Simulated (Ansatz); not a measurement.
Start from `[F][Ti]([F])([Cl])[Cl]` and change one atom or group to get `C#[C][Ti]([F])([F])[Cl]`.

Ansatz, PBE0-D4/def2-TZVP geometries, multiplicity 1. 

Scalar relativity is left out up to krypton.

```json
{"property": "size of the dipole moment (ωB97M-V/def2-TZVPP) / D", "`[F][Ti]([F])([Cl])[Cl]`": "0.20"}
{"property": "HOMO energy (B3LYP/def2-TZVPP) / eV", "`[F][Ti]([F])([Cl])[Cl]`": "-9.59"}
{"property": "LUMO energy (PBE/def2-TZVPP) / eV", "`[F][Ti]([F])([Cl])[Cl]`": "-4.40"}
{"property": "HOMO–LUMO gap (PBE0/def2-TZVPP) / eV", "`[F][Ti]([F])([Cl])[Cl]`": "6.29"}
{"property": "zero-point energy (PBE0-D4/def2-TZVP) / kJ/mol", "`[F][Ti]([F])([Cl])[Cl]`": "20.3"}
{"property": "LUMO energy (B3LYP/def2-TZVPP) / eV", "`[F][Ti]([F])([Cl])[Cl]`": "-3.83"}
```

(1) Give the same properties after the change, and the shifts. (Best estimate.)

Answers

(1) Ansatz gave: 
```
                                          property  `C#[C][Ti]([F])([F])[Cl]`  shift
size of the dipole moment (ωB97M-V/def2-TZVPP) / D                       1.58   1.38
               HOMO energy (B3LYP/def2-TZVPP) / eV                      -8.63   0.96
                 LUMO energy (PBE/def2-TZVPP) / eV                      -4.34   0.06
              HOMO–LUMO gap (PBE0/def2-TZVPP) / eV                       5.34  -0.95
    zero-point energy (PBE0-D4/def2-TZVP) / kJ/mol                       64.7   44.4
               LUMO energy (B3LYP/def2-TZVPP) / eV                      -3.78   0.05
```

The zero-point energy changes by 44.4 kJ/mol with +6 modes. Dipoles are sizes alone; their direction can turn.

B3LYP here is the variant with VWN-RPA as its local correlation; programs differ in this.
